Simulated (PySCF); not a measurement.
**Electron correlation in Sb+ (antimony, charge +1)**

[Kr] 4d10 5s2 5p2, high-spin 3P determinant. All numbers are calculated (PySCF 2.14, a scalar-relativistic core potential, in cc-pVDZ-PP with ECP28MDF). Frozen: 4s2 4p6 4d10; 4 electrons correlated.

MP2 pair energies summed by pair of shells (mhartree):

```csv
pair,energy,share (%)
5s-5p,-21.48,60.2
5s-5s,-10.69,30.0
5p-5p,-3.52,9.9
```

Total MP2 correlation energy: -35.69 mhartree.

Same-spin part -5.95 and opposite-spin part -29.74 mhartree; SCS-MP2 scales them by 1/3 and 6/5 to -37.67 mhartree.

| level | correlation energy (mhartree) |
| --- | --- |
| CCSD | -49.92 |
| (T) | -0.51 |
| CCSD(T) | -50.43 |

Diagnostics: T1 = 0.0068, D1 = 0.0188, largest double amplitude 0.095.

Cost of the coupled-cluster step: 0.1 s of wall time on 1 thread of Neoverse-V1 (shared host), for 4 correlated electrons.
